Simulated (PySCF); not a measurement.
# Simulated characterisation data

Computed data (PySCF): NMR shieldings at PBE0/pcSseg-1/GIAO, couplings computed with B3LYP/pcJ-1, GFN2-xTB geometry. Relativity neglected, one averaged value for each set of equivalent atoms, no solvent, one computed conformer.

References, each an isolated molecule treated in the same way: 1H and 13C against TMS. Multiplet labels drop J under 1 Hz and among equivalent protons, and merge close values. Unscaled 3J(H,H) run several per cent high. Splittings of carbon signals by F and P are missing where no couplings were computed. Where no couplings were computed, multiplicities follow the n + 1 count of equivalent neighbours, and m marks all less simple cases (inequivalent or close neighbours, rings, F or P nearby). Shifts are as computed. Against solution values, carbons near 30 ppm lie about +3 ppm off and those near 130 ppm about +5 ppm. Of 1211 compounds with measured shifts, 218 miss one by over three times the rms of a fit or turn the order of signals round; such compounds aren't used in these exercises.

Compound 1 (C₄H₄). 1H NMR (400 MHz, computed): δ 6.18 (m, 1H), 6.05 (m, 1H), 5.92 (m, 1H), 2.72 (m, 1H). 13C{1H} NMR (computed): δ 138.4 (CH2), 124.4 (CH), 89.2 (CH), 87.1 (C). Structure: 1-buten-3-yne (C#CC=C).

Compound 2 (C₄H₄). 1H NMR (400 MHz, computed): δ 5.72 (s, 4H). 13C{1H} NMR (computed): δ 188.7, 104.0. Structure: 1,2,3-butatriene.

Compound 3 (C₉H₆FP). 1H NMR (400 MHz, computed): δ 9.62 (m, 1H), 8.72 (m, 1H), 8.49 (m, 1H), 8.14 (m, 1H), 8.01 (m, 1H), 8.00 (m, 1H). 13C{1H} NMR (computed): δ 171.0 (C), 166.8 (CH), 142.7 (C), 134.0 (CH), 134.0 (CH), 133.0 (CH), 133.0 (CH), 129.2 (CH), 128.2 (C). Structure: SMILES Fc1cpcc2ccccc12.
